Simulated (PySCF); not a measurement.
# Spin-rotation constants: `C=CCC(C)(C)O`, C6H12O

Geometry (Å), atoms numbered from 1 in this order:
```xyz
19

C     2.734    0.302   -0.667
C     1.641   -0.435   -0.695
C     0.696   -0.589    0.452
C    -0.750   -0.220    0.070
C    -0.814    1.213   -0.470
C    -1.662   -0.357    1.297
O    -1.149   -1.143   -0.931
H     3.022    0.858    0.211
H     3.395    0.379   -1.514
H     1.362   -0.985   -1.583
H     1.014    0.030    1.292
H     0.694   -1.636    0.766
H    -1.843    1.492   -0.693
H    -0.225    1.290   -1.381
H    -0.416    1.910    0.262
H    -1.340    0.315    2.088
H    -1.635   -1.378    1.669
H    -2.690   -0.113    1.033
H    -2.043   -0.921   -1.212
```

Level of theory: GIAO BHandHLYP/pcSseg-1 magnetisability, rotational g tensor and spin-rotation constants, non-relativistic, gas phase (PySCF 2.14.0). Geometry: GFN2-xTB.

Give the nuclear spin-rotation constants along the inertial axes (H = +C I·J) beside the isotropic shieldings.

Rotational constants 4.3945, 1.6336, 1.6191 GHz. A star marks the isotopologue with that one atom substituted, in its own axes.
```
atom  isotope  Caa (kHz)  Cbb (kHz)  Ccc (kHz)  mean (kHz)  σ (ppm)
  H8       1H     -0.436      0.027     -0.073      -0.161     26.7
  H9       1H      0.043     -0.152     -0.070      -0.060     26.7
 H10       1H     -0.450      0.049     -0.046      -0.149     25.3
 H11       1H     -0.477     -0.018     -0.115      -0.203     30.2
 H12       1H     -0.452     -0.045     -0.070      -0.189     29.3
 H13       1H     -0.072     -0.187     -0.123      -0.128     31.1
 H14       1H     -0.176     -0.165     -0.077      -0.139     30.2
 H15       1H     -0.486     -0.014     -0.143      -0.214     31.1
 H16       1H     -0.477     -0.017     -0.137      -0.210     30.8
 H17       1H     -0.473     -0.067     -0.072      -0.204     30.4
 H18       1H     -0.038     -0.199     -0.118      -0.118     30.8
 H19       1H     -0.165     -0.218     -0.133      -0.172     31.5
  C1     13C*      1.287      0.500      0.475       0.754     64.7
  C2     13C*      1.536      0.581      0.509       0.875     38.6
  C3     13C*      0.788      0.328      0.316       0.477    136.4
  C4     13C*      1.074      0.311      0.367       0.584    116.6
  C5     13C*      0.783      0.229      0.271       0.428    155.3
  O7     17O*     -0.501     -0.199     -0.194      -0.298    252.2
```
For the geometry as given, no vibrational averaging.

How do the rotational constants and the g tensor change when H8, H9, H10, H11, H12, H13, H14, H15, H16, H17, H18, H19 are replaced by deuterium?

Constants 3.4278, 1.3547, 1.3484 GHz; g -0.0123, 0.0004, -0.0043, against -0.0156, -0.0014, -0.0032 before.
